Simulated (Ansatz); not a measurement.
LaF₃. The state is a triplet with charge 0. Geometry r2SCAN-D4/def2-TZVP; atoms count from 1.

Cartesian coordinates in Å:
```
La -0.052 0.155 0.074
F -1.880 -0.155 1.281
F 0.609 -1.773 -0.814
F 1.324 1.773 -0.541
```

In the def2 sets La takes a core potential; there is no spin–orbit coupling. At PBE0-D4/def2-TZVP a singlet of charge 0 lies 6.07 eV below the triplet, each at its own geometry. The structure comes from a short search, and lower isomers may exist.

**Question.** Estimate the Mulliken populations from the PBE0/def2-TZVP orbitals of Ansatz.

**Answer.** 
| atom | charge (e) | spin (α − β) | d electrons |
| --- | --- | --- | --- |
| La1 | 1.08 | 0.99 | 1.18 |
| F2 | -0.35 | 0.35 | – |
| F3 | -0.37 | 0.30 | – |
| F4 | -0.35 | 0.35 | – |
Mulliken values depend strongly on the basis.

**Question.** Where does the spin sit?

**Answer.** Summed by element: La 0.99, F 1.01, of 2 unpaired in all. Largest on single atoms: La1 0.99, F4 0.35, F2 0.35.

**Question.** And the Mayer bond orders between heavy atoms (over 0.3)?

**Answer.** La1–F2 0.55 (2.21 Å); La1–F3 0.64 (2.22 Å); La1–F4 0.55 (2.21 Å).
